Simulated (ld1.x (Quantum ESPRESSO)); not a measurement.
## An all-electron radial function and its pseudo partner (Cd)

Columns: radius, all-electron u(r) and pseudo u(r) of the 5p shell (level -4.11 eV) of cadmium in the configuration [Kr] 4d10 5s1.5 5p0; PBE, scalar-relativistic, PAW scheme, ld1.x (Quantum ESPRESSO) 7.5.

```json
{"r (bohr)": "0.165", "all-electron": "-0.0528", "pseudo": "-0.0059"}
{"r (bohr)": "0.330", "all-electron": "-0.0970", "pseudo": "-0.0234"}
{"r (bohr)": "0.495", "all-electron": "0.0861", "pseudo": "-0.0515"}
{"r (bohr)": "0.660", "all-electron": "0.2007", "pseudo": "-0.0887"}
{"r (bohr)": "0.825", "all-electron": "0.2011", "pseudo": "-0.1330"}
{"r (bohr)": "0.990", "all-electron": "0.1282", "pseudo": "-0.1823"}
{"r (bohr)": "1.155", "all-electron": "0.0246", "pseudo": "-0.2343"}
{"r (bohr)": "1.320", "all-electron": "-0.0838", "pseudo": "-0.2865"}
{"r (bohr)": "1.485", "all-electron": "-0.1843", "pseudo": "-0.3368"}
{"r (bohr)": "1.650", "all-electron": "-0.2719", "pseudo": "-0.3835"}
{"r (bohr)": "1.815", "all-electron": "-0.3452", "pseudo": "-0.4252"}
{"r (bohr)": "1.980", "all-electron": "-0.4048", "pseudo": "-0.4608"}
{"r (bohr)": "2.145", "all-electron": "-0.4518", "pseudo": "-0.4900"}
{"r (bohr)": "2.310", "all-electron": "-0.4877", "pseudo": "-0.5127"}
{"r (bohr)": "2.475", "all-electron": "-0.5139", "pseudo": "-0.5293"}
{"r (bohr)": "2.640", "all-electron": "-0.5317", "pseudo": "-0.5403"}
{"r (bohr)": "2.805", "all-electron": "-0.5424", "pseudo": "-0.5464"}
{"r (bohr)": "2.970", "all-electron": "-0.5469", "pseudo": "-0.5483"}
{"r (bohr)": "3.135", "all-electron": "-0.5463", "pseudo": "-0.5466"}
{"r (bohr)": "3.300", "all-electron": "-0.5415", "pseudo": "-0.5415"}
{"r (bohr)": "3.465", "all-electron": "-0.5333", "pseudo": "-0.5333"}
{"r (bohr)": "3.630", "all-electron": "-0.5222", "pseudo": "-0.5222"}
{"r (bohr)": "3.795", "all-electron": "-0.5090", "pseudo": "-0.5090"}
{"r (bohr)": "3.960", "all-electron": "-0.4940", "pseudo": "-0.4940"}
{"r (bohr)": "4.125", "all-electron": "-0.4777", "pseudo": "-0.4777"}
{"r (bohr)": "4.290", "all-electron": "-0.4605", "pseudo": "-0.4605"}
```

Problem. How many radial nodes do the two functions have?

Solution. The all-electron 5p function has n − l − 1 = 3 (the table is too coarse to show those close to the nucleus); the pseudo-wave has 0, since the states of the same l below it are removed with the core.

Problem. At about which radius was the pseudo-wave matched?

Solution. 3.30 bohr, where the columns begin to agree (steps of 0.17 bohr).

Problem. Is the pseudo-wave norm-conserving?

Solution. No, it belongs to a PAW set: the norm inside the radius is not constrained, and the difference is carried by the augmentation charge.
